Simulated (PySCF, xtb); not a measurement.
SbCl2Br, SMILES [Sb]([Br])([Cl])[Cl].

Harmonic wavenumbers (cm⁻¹) from GFN2-xTB run with xtb at its own minimum, in rising order: 89, 95, 118, 232, 302, 319.

What does r2SCAN-D4/def2-SVP run with PySCF give at its own minimum? (The exact figures need the calculation; the answer reports its results.)

95, 106, 132, 253, 360, 369. Paired by order, the mean absolute difference is 27 cm⁻¹ and the zero-point energies are 1.7 and 1.9 kcal/mol.
